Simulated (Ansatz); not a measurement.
Molecular dynamics of AsH₅Si

The input (input.yaml):

```yaml
crystal:
  periodic: [false, false, false]
  atoms:
    - { symbol: Si, position_ang: [-0.588899, -0.494065, -0.420787] }
    - { symbol: As, position_ang: [0.958059, 0.239525, 1.248458] }
    - { symbol: H, position_ang: [-1.935724, -0.603742, 0.208868] }
    - { symbol: H, position_ang: [-0.165001, -1.84427, -0.889] }
    - { symbol: H, position_ang: [-0.670092, 0.425686, -1.591033] }
    - { symbol: H, position_ang: [0.426422, 1.673757, 1.194432] }
    - { symbol: H, position_ang: [2.036435, 0.53521, 0.203361] }
basis:
  gaussian: { orbitals: def2-SVP }
hamiltonian:
  xc: b3lyp
  dispersion: d4
md:
  timestep: 0.5
  n_steps: 300
  ensemble: nve
  temperature: 1000.0
  initial_velocities: maxwell_boltzmann
  seed: 301398
```

Launched with:

```bash
$ ansatz run input.yaml --threads 1 --pin off --max-ram 2048MiB --backend cpu --events-out ev --progress --plain --runs-dir out
```

It starts from a relaxed structure.

Output, in part (step lines, the closing report, with atoms numbered from 0):

```
md step     0: t =     0.00 fs  T =  1000.0 K  F+E_penalty+E_count = -68792.31950221 eV  E_kin = 0.646300 eV  conserved = -68791.67320221 eV  (22 SCF iters)
[... lines left out ...]
Total energy: -68792.01036456 eV, -2528.0597519982 hartree
Atom 0 at    -0.585858    -0.500078    -0.435850 Å, force     0.589536     1.607055    -0.177530 eV/Å
Atom 1 at     0.942565     0.269194     1.247990 Å, force    -0.868599     0.560218     0.423714 eV/Å
Atom 2 at    -1.067285    -1.509241     0.405022 Å, force    -0.753035    -1.881671     0.775331 eV/Å
Atom 3 at    -0.064855    -0.903684    -1.738893 Å, force     0.293579    -0.351608    -0.409658 eV/Å
Atom 4 at    -1.757400     0.364217    -0.686401 Å, force    -0.046764     0.429998     0.005470 eV/Å
Atom 5 at     1.886169     1.164887     0.502117 Å, force     0.317436     0.180201    -0.448786 eV/Å
Atom 6 at     1.762293    -0.967227     1.099289 Å, force     0.467846    -0.544193    -0.168541 eV/Å
Dipole moment:     0.051289    -0.038804    -0.140618 e Å
```

The steps, from the saved trajectory:

```
time (fs)  T (K)  potential energy less start (eV)  conserved less start (meV/atom)
      0.0   1000                             0.000                             0.00
      5.0    480                             0.338                             0.27
     10.0    434                             0.367                             0.12
     15.0    596                             0.261                             0.03
     20.0    336                             0.431                             0.27
     25.0    522                             0.309                             0.05
     30.0    578                             0.273                             0.06
     35.0    518                             0.313                             0.26
     40.0    772                             0.148                             0.01
     45.0    426                             0.372                             0.14
     50.0    229                             0.500                             0.27
     55.0    539                             0.298                             0.05
     60.0    413                             0.381                             0.19
     65.0    409                             0.384                             0.26
     70.0    798                             0.131                             0.06
     75.0    583                             0.271                             0.22
     80.0    240                             0.493                             0.26
     85.0    338                             0.429                             0.11
     90.0    306                             0.451                             0.26
     95.0    399                             0.390                             0.22
    100.0    607                             0.255                             0.13
    105.0    607                             0.256                             0.29
    110.0    607                             0.256                             0.18
    115.0    451                             0.356                             0.15
    120.0    188                             0.527                             0.35
    125.0    465                             0.347                             0.16
    130.0    568                             0.280                             0.17
    135.0    547                             0.295                             0.33
    140.0    773                             0.147                             0.13
    145.0    660                             0.221                             0.20
    150.0    524                             0.309                             0.26
```

All steps were run. The conserved energy stayed within 0.36 meV per atom of its start (net change 0.26 meV per atom), so the integration is sound. The temperature averaged 0.51 of the 1000 K drawn at the start: a run that starts near a minimum puts about half its kinetic energy into the potential. A run of 0.15 ps of so small a system gives no equilibrium averages.

The same pairs are bonded in the first frame and the last. Pairs count as bonded within 1.25 times the sum of covalent radii (0.12 Å more for H–H).

Last frame:

```xyz
7
Properties=species:S:1:pos:R:3
Si -0.586 -0.500 -0.436
As 0.943 0.269 1.248
H -1.067 -1.509 0.405
H -0.065 -0.904 -1.739
H -1.757 0.364 -0.686
H 1.886 1.165 0.502
H 1.762 -0.967 1.099
```

The run took 11 min on 1 thread of Arm Neoverse V1, on a shared host, peak memory 0.16 GiB.
